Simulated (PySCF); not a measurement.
TaOF2, SMILES [Ta+]([F])([F])=[O], charge +1, multiplicity 1.

Coordinates come from a r2SCAN-D4/def2-TZVP optimisation. The spin state was assumed, not searched. The isomer is the one that the SMILES or the coordinates give; other isomers of the formula were not compared. The def2 effective core potentials stand for the cores of Ta; spin–orbit coupling is left out.

These are CAM-B3LYP/def2-TZVPD (PySCF) values and carry that method's errors.

Symmetry labels are those of the subgroup Cs that the program uses (full group Cs).

Computed valence orbital energies around the gap with their symmetry:
| orbital | symmetry | energy (eV) |
|---|---|---|
| HOMO−7 | A' | -21.92 |
| HOMO−6 | A" | -21.31 |
| HOMO−5 | A' | -21.30 |
| HOMO−4 | A' | -21.06 |
| HOMO−3 | A" | -20.33 |
| HOMO−2 | A' | -18.71 |
| HOMO−1 | A' | -18.36 |
| HOMO | A" | -18.12 |
| LUMO | A' | -9.69 |
| LUMO+1 | A" | -7.96 |
| LUMO+2 | A' | -7.39 |
| LUMO+3 | A' | -5.94 |
